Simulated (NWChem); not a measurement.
All runs are NWChem calculations. System: Te (+1), charge 1, spin multiplicity 4. Its SCF solution wasn't tested for a lower state. Level: ROCCSD(T)/def2-SVP with def2 effective core potentials on Te, 4 core orbitals frozen.

Input file:

```
start mol
memory heap 100 mb stack 700 mb global 1900 mb
charge 1
geometry units angstroms nocenter noautoz
  Te     0.000000     0.000000     0.000000
  symmetry group D2h
end
basis spherical
  * library def2-svp
end
ecp
  Te library def2-ecp
end
scf
  rohf
  nopen 3
  maxiter 100
  thresh 1e-7
  semidirect memsize 60000000 filesize 0
  # guess.movecs holds the orbitals of an unrestricted PBE0 run
  vectors input guess.movecs output mol.movecs
end
tce
  freeze core 4
  ccsd(t)
  2eorb
  2emet 13
  thresh 1e-6
  maxiter 100
  tilesize 24
end
task tce energy
```

NWChem printed:

```
             Northwest Computational Chemistry Package (NWChem) 7.3.0
             --------------------------------------------------------

                                NWChem Input Module
                                -------------------

 Scaling coordinates for geometry "geometry" by  1.889725989
 (inverse scale =  0.529177249)

                             Geometry "geometry" -> ""
                             -------------------------

 Output coordinates in angstroms (scale by  1.889725989 to convert to a.u.)

  No.       Tag          Charge          X              Y              Z
 ---- ---------------- ---------- -------------- -------------- --------------
    1 Te                  52.0000     0.00000000     0.00000000     0.00000000

 Effective nuclear repulsion energy (a.u.)       0.0000000000

            Nuclear Dipole moment (a.u.)
            ----------------------------
        X                 Y               Z
 ---------------- ---------------- ----------------
     0.0000000000     0.0000000000     0.0000000000

      Symmetry information
      --------------------

 Group name             D2h
 Group number             26
 Group order               8
 No. of unique centers     1

      Symmetry unique atoms

     1


 Summary of "ao basis" -> "" (spherical)
 ------------------------------------------------------------------------------
       Tag                 Description            Shells   Functions and Types
 ---------------- ------------------------------  ------  ---------------------
 *                          def2-svp                  on all atoms

 Summary of "ao basis" -> "ao basis" (spherical)
 ------------------------------------------------------------------------------
       Tag                 Description            Shells   Functions and Types
 ---------------- ------------------------------  ------  ---------------------
 Te                         def2-svp                10       26   4s4p2d

                                 NWChem SCF Module
                                 -----------------

  ao basis        = "ao basis"
  functions       =    26
  atoms           =     1
  closed shells   =    10
  open shells     =     3
  charge          =   1.00
  wavefunction    = ROHF
  use symmetry    = T
  symmetry adapt  = T

 Summary of "ao basis" -> "ao basis" (spherical)
 ------------------------------------------------------------------------------
       Tag                 Description            Shells   Functions and Types
 ---------------- ------------------------------  ------  ---------------------
 Te                         def2-svp                10       26   4s4p2d

      Symmetry analysis of basis
      --------------------------

        ag          8
        au          0
        b1g         2
        b1u         4
        b2g         2
        b2u         4
        b3g         2
        b3u         4

 Forming initial guess at       0.0s

      Symmetry analysis of molecular orbitals - initial
      -------------------------------------------------

  Numbering of irreducible representations:

     1 ag          2 au          3 b1g         4 b1u         5 b2g
     6 b2u         7 b3g         8 b3u

  Orbital symmetries:

     1 ag          2 b3u         3 b2u         4 b1u         5 ag
     6 b2g         7 b3g         8 ag          9 b1g        10 ag
    11 b2u        12 b3u        13 b1u        14 ag         15 b3g
    16 b2g        17 ag         18 b1g        19 ag         20 b2u
    21 b3u        22 b1u        23 b3u

 Starting SCF solution at       0.0s

 ----------------------------------------------
         Quadratically convergent ROHF

 Convergence threshold     :          1.000E-07
 Maximum no. of iterations :          100
 Final Fock-matrix accuracy:          1.000E-09
 ----------------------------------------------

              iter       energy          gnorm     gmax       time
             ----- ------------------- --------- --------- --------
                 1     -266.7077490731  3.11D-01  1.16D-01      0.2
                 2     -266.7125574293  5.78D-02  2.98D-02      0.2
                 3     -266.7127570128  1.55D-04  6.80D-05      0.2
                 4     -266.7127570143  4.89D-09  2.23D-09      0.2

       Final ROHF results
       ------------------

         Total SCF energy =   -266.712757014291
      One-electron energy =   -459.037495095391
      Two-electron energy =    192.324738081100
 Nuclear repulsion energy =      0.000000000000

        Time for solution =      0.2s

       Symmetry analysis of molecular orbitals - final
       -----------------------------------------------

  Numbering of irreducible representations:

     1 ag          2 au          3 b1g         4 b1u         5 b2g
     6 b2u         7 b3g         8 b3u

  Orbital symmetries:

     1 ag          2 b2u         3 b3u         4 b1u         5 ag
     6 ag          7 b2g         8 b3g         9 b1g        10 ag
    11 b2u        12 b3u        13 b1u        14 ag         15 b1u
    16 b2u        17 b3u        18 ag         19 b1g        20 b2g
    21 b3g        22 ag         23 b1u

             Final eigenvalues
             -----------------

              1
    1   -7.4579
    2   -5.4234
    3   -5.4234
    4   -5.4234
    5   -2.2784
    6   -2.2784
    7   -2.2784
    8   -2.2784
    9   -2.2784
   10   -1.0369
   11   -0.4707
   12   -0.4707
   13   -0.4707
   14    0.1044
   15    0.2315
   16    0.2315
   17    0.2315
   18    0.2402
   19    0.2402
   20    0.2402
   21    0.2402
   22    0.2402
   23   18.8060

                       ROHF Final Molecular Orbital Analysis
                       -------------------------------------

 Vector   11  Occ=1.000000D+00  E=-4.706559D-01  Symmetry=b2u
              MO Center=  6.0D-27, -4.9D-19, -3.2D-27, r^2= 2.0D+00
   Bfn.  Coefficient  Atom+Function         Bfn.  Coefficient  Atom+Function
  ----- ------------  ---------------      ----- ------------  ---------------
    12      0.729544  1 Te py                15      0.437884  1 Te py
     9     -0.260236  1 Te py                 6     -0.205596  1 Te py

 Vector   12  Occ=1.000000D+00  E=-4.706559D-01  Symmetry=b3u
              MO Center= -7.5D-19,  2.2D-26, -1.2D-26, r^2= 2.0D+00
   Bfn.  Coefficient  Atom+Function         Bfn.  Coefficient  Atom+Function
  ----- ------------  ---------------      ----- ------------  ---------------
    11      0.729544  1 Te px                14      0.437884  1 Te px
     8     -0.260236  1 Te px                 5     -0.205596  1 Te px

 Vector   13  Occ=1.000000D+00  E=-4.706559D-01  Symmetry=b1u
              MO Center=  1.4D-21, -2.2D-20, -2.3D-18, r^2= 2.0D+00
   Bfn.  Coefficient  Atom+Function         Bfn.  Coefficient  Atom+Function
  ----- ------------  ---------------      ----- ------------  ---------------
    13      0.729544  1 Te pz                16      0.437884  1 Te pz
    10     -0.260236  1 Te pz                 7     -0.205596  1 Te pz

 Vector   14  Occ=0.000000D+00  E= 1.044115D-01  Symmetry=ag
              MO Center=  3.3D-21,  3.5D-21,  9.3D-22, r^2= 3.7D+00
   Bfn.  Coefficient  Atom+Function         Bfn.  Coefficient  Atom+Function
  ----- ------------  ---------------      ----- ------------  ---------------
     3      2.298647  1 Te s                  4     -2.064688  1 Te s
     2     -0.413935  1 Te s                  1     -0.318669  1 Te s

 Vector   15  Occ=0.000000D+00  E= 2.315232D-01  Symmetry=b1u
              MO Center=  2.1D-21, -3.2D-20,  1.3D-16, r^2= 4.2D+00
   Bfn.  Coefficient  Atom+Function         Bfn.  Coefficient  Atom+Function
  ----- ------------  ---------------      ----- ------------  ---------------
    13      1.389711  1 Te pz                16     -1.343708  1 Te pz
    10     -0.271505  1 Te pz                 7     -0.217469  1 Te pz

 Vector   16  Occ=0.000000D+00  E= 2.315232D-01  Symmetry=b2u
              MO Center=  6.5D-37,  8.7D-16,  5.2D-34, r^2= 4.2D+00
   Bfn.  Coefficient  Atom+Function         Bfn.  Coefficient  Atom+Function
  ----- ------------  ---------------      ----- ------------  ---------------
    12      1.389711  1 Te py                15     -1.343708  1 Te py
     9     -0.271505  1 Te py                 6     -0.217469  1 Te py

 center of mass
 --------------
 x =   0.00000000 y =   0.00000000 z =   0.00000000

 moments of inertia (a.u.)
 ------------------
           0.000000000000           0.000000000000           0.000000000000
           0.000000000000           0.000000000000           0.000000000000
           0.000000000000           0.000000000000           0.000000000000

  Mulliken analysis of the total density
  --------------------------------------

    Atom       Charge   Shell Charges
 -----------   ------   -------------------------------------------------------
    1 Te  24    23.00   1.77  0.28  1.42  0.53  2.90  3.13  1.82  1.15  9.86  0.14

 Mulliken analysis of the open-shell density
 -------------------------------------------

    Atom       Charge   Shell Charges
 -----------   ------   -------------------------------------------------------
    1 Te  24     3.00  -0.00  0.00  0.00  0.00 -0.10  0.13  1.83  1.14  0.00  0.00

       Multipole analysis of the density wrt the origin
       ------------------------------------------------

     L   x y z        total         open         nuclear
     -   - - -        -----         ----         -------
     0   0 0 0      1.000000     -3.000000     24.000000

     1   1 0 0      0.000000      0.000000      0.000000
     1   0 1 0      0.000000      0.000000      0.000000
     1   0 0 1     -0.000000      0.000000      0.000000

     2   2 0 0    -15.975074     -7.100530      0.000000
     2   1 1 0      0.000000      0.000000      0.000000
     2   1 0 1      0.000000      0.000000      0.000000
     2   0 2 0    -15.975074     -7.100530      0.000000
     2   0 1 1      0.000000      0.000000      0.000000
     2   0 0 2    -15.975074     -7.100530      0.000000

                   NWChem Extensible Many-Electron Theory Module
                   ---------------------------------------------


            General Information
            -------------------
      Number of processors :     1
         Wavefunction type : Restricted open-shell Hartree-Fock
          No. of electrons :    23
           Alpha electrons :    13
            Beta electrons :    10
           No. of orbitals :    52
            Alpha orbitals :    26
             Beta orbitals :    26
        Alpha frozen cores :     4
         Beta frozen cores :     4
     Alpha frozen virtuals :     0
      Beta frozen virtuals :     0
         Spin multiplicity : quartet
    Number of AO functions :    26
       Number of AO shells :    10
        Use of symmetry is : on
      Symmetry adaption is : on
         Schwarz screening : 0.10D-09

          Correlation Information
          -----------------------
          Calculation type : Coupled-cluster singles & doubles w/ perturbation
   Perturbative correction : (T)
            Max iterations :      100
        Residual threshold : 0.10D-05
     T(0) DIIS level shift : 0.00D+00
     L(0) DIIS level shift : 0.00D+00
     T(1) DIIS level shift : 0.00D+00
     L(1) DIIS level shift : 0.00D+00
     T(R) DIIS level shift : 0.00D+00
     T(I) DIIS level shift : 0.00D+00
   CC-T/L Amplitude update :  5-th order DIIS
                I/O scheme : Global Array Library
        L-threshold :  0.10D-05
        EOM-threshold :  0.10D-05
 no EOMCCSD initial starts read in
 TCE RESTART OPTIONS
 SLICE:      F
 D4D5:       F
 quantumc:   F
 qrotation:  F
 pwtce:      F
 qducc:      F
 nacto:                         0
 nrotv:                         0
 nrot:                          0

            Memory Information
            ------------------
          Available GA space size is     249035448 doubles
          Available MA space size is     104851124 doubles

 Maximum block size supplied by input
 Maximum block size        24 doubles

 tile_dim =      4

 -------------------------------------------------

 Global array virtual files algorithm will be used

 Parallel file system coherency ......... OK

 4-electron integrals stored in orbital form

 v2    file size   =             5761
 4-index algorithm nr.  13 is used
 imaxsize =       30
 imaxsize ichop =        0


CCSD iterations
 ---------------------------------------------------------
 Iter          Residuum       Correlation     Cpu    Wall
 ---------------------------------------------------------
    1   0.0439051636451  -0.0722910874762     1.6     1.6
    2   0.0097831229775  -0.0747864048785     1.6     1.6
    3   0.0024208716452  -0.0755624517260     1.6     1.6
    4   0.0006154241056  -0.0757309364490     1.7     1.7
    5   0.0001636532026  -0.0757726761019     1.7     1.7
    6   0.0000156814720  -0.0757862872173     1.6     1.6
    7   0.0000036350595  -0.0757862174125     1.6     1.6
    8   0.0000013361520  -0.0757862680180     1.8     1.8
    9   0.0000004631975  -0.0757862535233     1.8     1.8
 -----------------------------------------------------------------
 Iterations converged
 CCSD correlation energy / hartree =        -0.075786253523312
 CCSD total energy / hartree       =      -266.788543267814021

 Singles contributions

 Doubles contributions
 CCSD(T)
 Using plain CCSD(T) code
             total no. of tasks         8708
 total no. of tasks / no. procs         8708
                         wl_min            1           1.0
                         wl_max         1728           3.5
        thresh for no. of tasks         8708

 CCSD[T]  correction energy / hartree =        -0.001032202005206
 CCSD[T] correlation energy / hartree =        -0.076818455528518
 CCSD[T] total energy / hartree       =      -266.789575469819226
 CCSD(T)  correction energy / hartree =        -0.001006541553356
 CCSD(T) correlation energy / hartree =        -0.076792795076668
 CCSD(T) total energy / hartree       =      -266.789549809367372

 Task  times  cpu:       16.7s     wall:       16.7s

 Total times  cpu:       16.7s     wall:       16.7s
```
